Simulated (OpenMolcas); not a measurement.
Pr4+ with 8 ligands (chloride) in cubic eightfold coordination (Oh) at 2.72 Å. A charge of +0.5 e stands 2.4 Å behind each ligand. Ligand basis ANO-RCC-VDZP.

```yaml
Program: OpenMolcas 26.06
Method: CASSCF
Basis: ANO-RCC-VDZP [7s6p4d2f1g]
Scalar_Hamiltonian: DKH2, point nucleus
Active_space: 1 electron in 7 orbitals (4f)
State_averaging: 2S+1 = 2 odd, 7 roots
Spin-orbit_coupling: state interaction with AMFI integrals over the reference wave functions
```

What is the spin-free ground state (labels of O, the rotations of Oh)?

2T2, 3-fold in its orbital part, 100 % from free-ion F terms; it has the highest spin that f1 allows.

Where is the first state of the same spin?

2T1 at 11.2 cm-1 above the ground state.

What are the lowest two levels with spin-orbit coupling?

A 4-fold level Γ8, then a 2-fold level Γ7 571.2 cm-1 above it. Their leading multiplicities are 2 (100 %) and 2 (100 %).

What is χT at 300 K, and how does it compare with the textbook value?

Hund's rules give f1 the level 2F5/2 with g = 0.857, so an isolated free-ion multiplet has χT = g² J(J+1) / 8 = 0.804 cm3 K/mol. The computed 0.656 at 300 K differs by -18 %, through the field's splitting, the mixing of terms and any other multiplet in reach.

No measured value stands beside these numbers; the geometry was imposed, not optimised, and the real ion may take another.
